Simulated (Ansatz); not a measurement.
Ansatz (a first-principles code) input (CCSD(T)/aug-cc-pVDZ):

Ansatz 0.2 input:
```yaml
crystal:
  periodic: [false, false, false]
  atoms:
    - {symbol: C, position_ang: [-2.32343271, -0.19693880, -0.03339136]}
    - {symbol: C, position_ang: [-0.89583381, 0.11909597, -0.28452300]}
    - {symbol: C, position_ang: [0.16195647, -0.41651766, 0.60160113]}
    - {symbol: C, position_ang: [1.57490198, -0.02812438, 0.24774330]}
    - {symbol: O, position_ang: [1.89101294, 0.66831141, -0.68043369]}
    - {symbol: H, position_ang: [-2.97795701, 0.26913099, -0.76924440]}
    - {symbol: H, position_ang: [-2.64720421, 0.13927977, 0.96155225]}
    - {symbol: H, position_ang: [-2.51232371, -1.27932047, -0.05692459]}
    - {symbol: H, position_ang: [-0.59783338, 0.74308292, -1.11418701]}
    - {symbol: H, position_ang: [0.01059579, -0.12046179, 1.65461548]}
    - {symbol: H, position_ang: [0.14362221, -1.51956177, 0.65013874]}
    - {symbol: H, position_ang: [2.34744525, -0.44373176, 0.92893870]}
basis:
  gaussian:
    orbitals: aug-cc-pVDZ
magnetization: {spin_polarized: true, initial_magnetization: 1}
correlation: {method: ccsd_t, electrons: outside_noble_gas}
output: {forces: true}
```

End of the output:

```
the calculation of the forces begins
Total energy: -6291.51280987 eV, -231.2088312223 hartree
Atom 0 at    -2.323433    -0.196939    -0.033391 Å, force    -0.199895    -0.088995     0.097485 eV/Å
Atom 1 at    -0.895834     0.119096    -0.284523 Å, force     0.080178     0.117310    -0.152778 eV/Å
Atom 2 at     0.161956    -0.416518     0.601601 Å, force     0.025493    -0.157076     0.222161 eV/Å
Atom 3 at     1.574902    -0.028124     0.247743 Å, force    -0.242630    -0.764663     1.032939 eV/Å
Atom 4 at     1.891013     0.668311    -0.680434 Å, force     0.462397     1.042193    -1.390397 eV/Å
Atom 5 at    -2.977957     0.269131    -0.769244 Å, force    -0.277770     0.211717    -0.331679 eV/Å
Atom 6 at    -2.647204     0.139280     0.961552 Å, force    -0.112147     0.152773     0.394254 eV/Å
Atom 7 at    -2.512324    -1.279320    -0.056925 Å, force    -0.056453    -0.432984    -0.026287 eV/Å
Atom 8 at    -0.597833     0.743083    -1.114187 Å, force     0.131878     0.313321    -0.418948 eV/Å
Atom 9 at     0.010596    -0.120462     1.654615 Å, force    -0.060443     0.141516     0.372116 eV/Å
Atom 10 at     0.143622    -1.519562     0.650139 Å, force    -0.008749    -0.402172    -0.018222 eV/Å
Atom 11 at     2.347445    -0.443732     0.928939 Å, force     0.258142    -0.132941     0.219356 eV/Å
Dipole moment:    -0.272843    -0.306562     0.390866 e Å
```

It need not be the lowest isomer of its formula.
